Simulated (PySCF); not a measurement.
Positional isomers: silole fluoro. All species are isolated molecules in the gas phase. Strings in code marks are SMILES.

The four lowest singlet excitations (Tamm–Dancoff). Computed with PBE-D3(BJ)/def2-TZVP // PBE0-D3(BJ)/def2-TZVP run with PySCF. Excitations are Tamm–Dancoff values on a coarser integration grid. The basis has no diffuse functions, so Rydberg states are missing or too high.

```
state  energy (eV)  wavelength (nm)  oscillator strength
-----  -----------  ---------------  -------------------
S1            4.47              278                0.064
S2            5.51              225                0.000
S3            5.80              214                0.008
S4            5.84              212                0.085
```

Question: Name which member gives these states.
(A) `FC1=CC=C[SiH2]1`
(B) `F[SiH]1C=CC=C1`
(C) `FC1=C[SiH2]C=C1`

Answer: C, `FC1=C[SiH2]C=C1`
